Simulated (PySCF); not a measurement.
Computed with PySCF, PBE, basis P def2-TZVP, I def2-TZVP with ECP28 (scalar-relativistic core potentials, no spin–orbit coupling, density fitting). Open shells, if any, are unrestricted.

Q: What shape and geometry does isolated singlet PI₃ take (every ligand bound to P)?

A: Counting electrons, phosphorus keeps 2 of its valence electrons outside its bonds, so the VSEPR class is AX3E1 and the expected shape is trigonal pyramidal (C3v), as computed. The lowest minimum found is a singlet of C3v symmetry with P–I 2.479 Å (×3); I–P–I 103.3° (×3). Its harmonic wavenumbers are 71 (e), 104 (a1), 303 (a1), 319 (e) cm⁻¹ and its dipole moment is 0.01 D.
